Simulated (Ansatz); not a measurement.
C₄HfN₄O₄ (`O=C=[N][Hf]([N]=C=O)([N]=C=O)[N]=C=O`) at its PBE0-D4/def2-TZVP geometry, where that method's forces vanish. Total charge 0; spin multiplicity 1. Hf takes the def2 core potential.

```xyz
13

O    -3.1265    3.0721   -0.1881
C    -2.2988    2.2592   -0.1371
N    -1.4406    1.4167   -0.0838
Hf   -0.0006    0.0006   -0.0001
N     1.6082    0.6116   -1.0605
C     2.5671    0.9761   -1.6905
O     3.4920    1.3277   -2.2983
N     0.5368   -0.3013    1.9250
C     0.8570   -0.4810    3.0715
O     1.1662   -0.6547    4.1773
N    -0.7061   -1.7252   -0.7809
C    -1.1252   -2.7545   -1.2440
O    -1.5295   -3.7472   -1.6905
```

(1) What forces (eV/Å) does r2SCAN-D4/def2-TZVPP give on these atoms in Ansatz? (Estimate.)

## Answers

(1) Computed: 
```
O1  -0.385  0.378 -0.024
C2   0.119 -0.116  0.008
N3   0.167 -0.165  0.009
Hf4  0.001 -0.001  0.000
N5  -0.187 -0.071  0.123
C6  -0.134 -0.051  0.087
O7   0.430  0.164 -0.283
N8  -0.063  0.036 -0.222
C9  -0.043  0.023 -0.161
O10  0.143 -0.079  0.514
N11  0.082  0.201  0.090
C12  0.058  0.143  0.065
O13 -0.188 -0.462 -0.208
```
